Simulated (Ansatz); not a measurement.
Basis-set extrapolation for CH9BN2Si (PBE0-D4/def2-TZVP geometry, frozen core, the Gaussian-basis code of Ansatz). Multiplicity 1, RHF reference.

```tsv
	def2-TZVPP	def2-QZVPP
HF	-465.717584	-465.735294
MP2 correlation	-0.847488	-0.904627
CCSD(T) correlation	-0.934456	not run
```

Energies in hartree. Use E(X) = E(∞) + A·exp(−7.88·√X) for Hartree–Fock and E(X) = E(∞) + B·X^(−2.97) for correlation, with X = 3 and 4, and add CCSD(T) minus MP2 of the smaller set to the MP2 limit.

Task: What is the CCSD(T) energy at the basis-set limit?

Result: HF limit: -465.735294 + (-0.017710) × 0.13774 = -465.73773. MP2 limit: -0.904627 + (-0.057139) × 0.74074 = -0.94695. Higher-order term: -0.934456 − (-0.847488) = -0.08697. Total: -466.77165 hartree, 314.0 kJ/mol below CCSD(T)/def2-TZVPP.
